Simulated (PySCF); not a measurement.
Delta-SCF ions had no search for a lower state. Excitations are Tamm–Dancoff values on a coarser integration grid. The basis has no diffuse functions, so Rydberg states are missing or too high.

**C$_{4}$H$_{6}$O, SMILES `C=C=CCO` (charge 0, multiplicity 1)**

Method: PBE-D3(BJ)/def2-TZVP // PBE0-D3(BJ)/def2-TZVP run with PySCF.

```yaml
HOMO: -6.16 eV
dipole_moment: 1.45 D
HOMO–LUMO gap: 5.27 eV
LUMO: -0.89 eV
S1 excitation (TDA): 5.42 eV
S1 oscillator strength: 0.001
T1 excitation (TDA): 4.61 eV
S1–T1 gap (TDA): 0.81 eV
vertical ionisation energy (Delta-SCF): 9.21 eV
total_energy: -6285.68 eV
cost: around 100 core-seconds (rough)
```

```xyz
11

C      2.2328     0.2603    -0.1019
C      1.0768     0.0150     0.4394
C     -0.0873    -0.2410     0.9631
C     -1.3327    -0.4544     0.1526
O     -2.3412     0.4810     0.4746
H      2.9156    -0.5436    -0.3576
H      2.5532     1.2761    -0.3097
H     -0.1918    -0.2852     2.0451
H     -1.7610    -1.4343     0.3794
H     -1.0851    -0.4342    -0.9153
H     -1.9793     1.3604     0.3341
```
Charge 0, spin multiplicity 1.
